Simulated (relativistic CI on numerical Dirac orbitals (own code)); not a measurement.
What each ingredient does to the levels of Ru27+

Base calculation: Dirac-Coulomb-Breit CI, orbitals from a KLI potential per configuration, model QED (radiative potential, 1s self-energy scaled to tabulated hydrogen-like ionisation energies), unscaled Slater integrals.

CI space (outside the closed core [Ne]): 3s2.3p5, 3s.3p6, 3s2.3p4.3d, 3s.3p5.3d, 3p6.3d, 3s.3p4.3d2, 3s2.3p3.3d.4p, 3p6.4s, 3s2.3p4.4s, 3s.3p4.3d.4s, 3p6.4p, 3s2.3p4.4p, 3s2.3p3.3d2, 3s2.3p2.3d3, 3s.3p3.3d3, 3s2.3p2.3d2.4s, 3s2.3p2.3d2.4p. Double excitations out of closed p, d and f shells are left out; levels of such configurations are missing from the list, as are those of other unlisted configurations, and high levels can miss mixing partners.

Variants: (1) P86 correlation estimate; (2) configuration mixing switched off; (3) one mean potential for all configurations. Shifts of the energy above 3s2.3p5 2P°_3/2, in cm⁻¹, for the lowest level and the first level of each name with at least 55 % of one term (blank where a level changes its place among those of its configuration and J or its character, or is not in the variant):

```tsv
Level	Base	Δ(1)	Δ(2)	Δ(3)
3s2.3p5 2P°_3/2	0	0	0	0
3s2.3p5 2P°_1/2	234273	+9	+2344	+43
3s.3p6 2S_1/2	868179	+1935	+174053	+123
3s2.3p4.3d 4D_5/2	952677	+2273	-16653	-198
3s2.3p4.3d 4D_7/2	978048	+2270	-17870	-203
3s2.3p4.3d 4F_9/2	1026676	+2267	-20024	-206
3s2.3p4.3d 4P_1/2	1101113	+2229	-47434	-131
3s2.3p4.3d 4D_1/2	1143676	+2278	-14299	-188
3s2.3p4.3d 2G_9/2	1283472	+2274	-17196	-209
3s.3p5.3d 4P°_1/2	1787246	+3948	+70773	+254
3s.3p5.3d 4P°_3/2	1809641	+3952	+74769	+244
3s.3p5.3d 4F°_7/2	1875111	+3956	+55001	+316
3s.3p5.3d 4F°_9/2	1890180	+3954	+47673	+263
3s2.3p3.3d2 6F°_9/2	1998649	+4086	-49074	+155
3s2.3p3.3d2 6F°_11/2	2014201	+4094	-42294	+118
3s2.3p3.3d2 4P°_1/2	2063638	+4072		+345
```

At this charge energies of transitions that change n are usually good to better than 1 %, and those within a shell (Δn = 0) to a few per cent.

Ionisation energy from the two ground configurations alone: base 1509.56 eV; P86 correlation estimate 1511.44 eV. The NIST ASD value (semi-empirical) is 1506.7 eV.

LS names give the leading component of a level, which can be under half, so a name can repeat, a term be missing and a line seem to break the LS rules.
